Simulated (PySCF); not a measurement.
All values below come from PBE-D3(BJ)/def2-TZVP // B3LYP-D3(BJ)/def2-TZVP in PySCF 2.14.0. Isolated molecules, 0 K electronic values unless said otherwise. One relaxed conformer stands for a flexible species; it need not be the lowest. Excitations are Tamm–Dancoff values on a coarser integration grid. The basis has no diffuse functions, so Rydberg states are missing or too high.

Reference species (SMILES): `C1[C@H]([SiH2]1)O` (H–O–C–Si torsion 142°) (neutral, multiplicity 1).

The brightest of the four lowest singlets (TDA) is 5.95 eV, the HOMO–LUMO gap comes out as 5.05 eV and the LUMO is -0.63 eV.

Changed species: `C/C=[SiH]\O` (C–Si–O–H torsion 0°).

Task: What does the change do to the brightest of the four lowest singlets (TDA), HOMO–LUMO gap and LUMO?

Result: the brightest of the four lowest singlets (TDA) drops by 0.54 eV, to 5.41 eV; the HOMO–LUMO gap decreases by 1.24 eV, to 3.81 eV; the LUMO decreases by 0.35 eV, to -0.98 eV.
